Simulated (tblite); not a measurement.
C3H8BrClSi2.
Atom-mapped SMILES: `[Cl:1][C@@H:2]1[CH2:3][CH2:4][SiH2:5][Si@@H:6]1[Br:7]` (hydrogens: H8 on C2; H9, H10 on C3; H11, H12 on C4; H13, H14 on Si5; H15 on Si6)

Computed with GFN2-xTB (tblite), gas phase: L-BFGS steps from a force-field or distance-geometry start until the largest atomic force falls under 0.01 eV/Å.

Step 5: E = -615.5606 eV
```
atom  x, y, z in Å  |  force x, y, z in eV/Å
Cl1    -0.4777    0.0356   -2.4595    0.196  -0.061   0.100
C2      0.6937   -0.4388   -1.1525   -0.197  -0.028  -0.254
C3     -0.0128   -1.3061   -0.1197    0.154  -0.120   0.096
C4     -1.2265   -0.5974    0.4768   -0.124  -0.178   0.026
Si5    -0.5993    1.0303    1.2468   -0.156  -0.032   0.017
Si6     1.2213    1.1204   -0.1401   -0.023  -0.259  -0.086
Br7     1.3241    2.9141   -1.4263    0.235   0.061  -0.074
H8      1.4759   -1.0004   -1.6780   -0.080   0.164   0.220
H9      0.7079   -1.4381    0.6842    0.269  -0.280   0.216
H10    -0.2521   -2.3115   -0.4838   -0.139   0.224  -0.212
H11    -1.9495   -0.4276   -0.3130   -0.148   0.151  -0.154
H12    -1.7310   -1.2522    1.1889    0.129   0.015   0.087
H13    -0.1725    0.7558    2.6215   -0.134   0.128   0.073
H14    -1.5132    2.1487    1.0628   -0.154   0.029   0.190
H15     2.5074    0.7753    0.4700    0.170   0.186  -0.246
```

Step 6: E = -615.5893 eV
```
atom  x, y, z in Å  |  force x, y, z in eV/Å
Cl1    -0.4625    0.0243   -2.4576   -0.044   0.041  -0.079
C2      0.6905   -0.4350   -1.1578    0.039  -0.149   0.020
C3     -0.0076   -1.3070   -0.1190    0.028  -0.235   0.127
C4     -1.2250   -0.6011    0.4828   -0.159  -0.201   0.093
Si5    -0.6091    1.0376    1.2521   -0.188  -0.046  -0.031
Si6     1.2209    1.1194   -0.1327   -0.002  -0.102  -0.225
Br7     1.3426    2.9211   -1.4343    0.199  -0.096   0.045
H8      1.4720   -1.0012   -1.6831   -0.045   0.193   0.284
H9      0.7131   -1.4605    0.6866    0.188  -0.190   0.076
H10    -0.2572   -2.3086   -0.4982   -0.106   0.307  -0.144
H11    -1.9495   -0.4321   -0.3061   -0.122   0.165  -0.186
H12    -1.7432   -1.2583    1.1918    0.278   0.102   0.005
H13    -0.1821    0.7623    2.6277   -0.132   0.136   0.059
H14    -1.5321    2.1607    1.0766   -0.044  -0.097   0.183
H15     2.5247    0.7864    0.4494    0.110   0.173  -0.226
```

Step 7: E = -615.6115 eV
```
atom  x, y, z in Å  |  force x, y, z in eV/Å
Cl1    -0.4516    0.0166   -2.4573   -0.218   0.095  -0.202
C2      0.6867   -0.4343   -1.1610    0.180  -0.184   0.274
C3     -0.0026   -1.3103   -0.1155   -0.089  -0.209   0.106
C4     -1.2261   -0.6065    0.4865   -0.114  -0.121   0.080
Si5    -0.6194    1.0412    1.2552   -0.141  -0.065  -0.067
Si6     1.2202    1.1154   -0.1315    0.002   0.042  -0.237
Br7     1.3604    2.9249   -1.4397    0.167  -0.190   0.113
H8      1.4693   -0.9984   -1.6814    0.038   0.144   0.265
H9      0.7211   -1.4810    0.6902    0.069  -0.114  -0.063
H10    -0.2636   -2.3015   -0.5123   -0.081   0.255  -0.091
H11    -1.9517   -0.4321   -0.3043   -0.044   0.114  -0.135
H12    -1.7473   -1.2621    1.1957    0.302   0.106  -0.023
H13    -0.1919    0.7700    2.6334   -0.133   0.138   0.030
H14    -1.5473    2.1680    1.0905    0.016  -0.168   0.165
H15     2.5395    0.7982    0.4295    0.045   0.158  -0.215
```

Task: Estimate the geometry and energy of step 8. (The exact step hangs on the optimiser's Hessian estimate; all steps are aligned on step 7, rigid shifts and turns removed.)

Result: E = -615.6353 eV, largest force 0.466 eV/Å
```
atom  x, y, z in Å  |  force x, y, z in eV/Å
Cl1    -0.4440    0.0102   -2.4604   -0.289   0.098  -0.215
C2      0.6843   -0.4364   -1.1585    0.196  -0.134   0.401
C3      0.0012   -1.3161   -0.1095   -0.170  -0.093   0.045
C4     -1.2287   -0.6132    0.4898   -0.020   0.022   0.018
Si5    -0.6325    1.0429    1.2570   -0.026  -0.079  -0.085
Si6     1.2191    1.1109   -0.1343   -0.003   0.171  -0.148
Br7     1.3829    2.9256   -1.4436    0.131  -0.234   0.138
H8      1.4682   -0.9932   -1.6745    0.148   0.046   0.205
H9      0.7311   -1.5054    0.6932   -0.082  -0.043  -0.184
H10    -0.2724   -2.2901   -0.5296   -0.069   0.106  -0.044
H11    -1.9546   -0.4300   -0.3047    0.057   0.024  -0.040
H12    -1.7464   -1.2651    1.2008    0.244   0.057  -0.011
H13    -0.2052    0.7811    2.6399   -0.132   0.133  -0.015
H14    -1.5636    2.1726    1.1086    0.050  -0.210   0.133
H15     2.5561    0.8141    0.4039   -0.034   0.136  -0.200
```

The energy changes by -0.0238 eV. The first-order estimate −F·Δx gives -0.0326 eV and the mean of the old and new forces, exact on a quadratic surface, -0.0237 eV. The step makes an angle of 61° with the force vector and moves no atom by more than 0.034 Å.

The cost below is that of the whole relaxation. The run took 1.6 s on AMD EPYC, one thread, shared host with 64 logical CPUs at a one-minute load of 60.
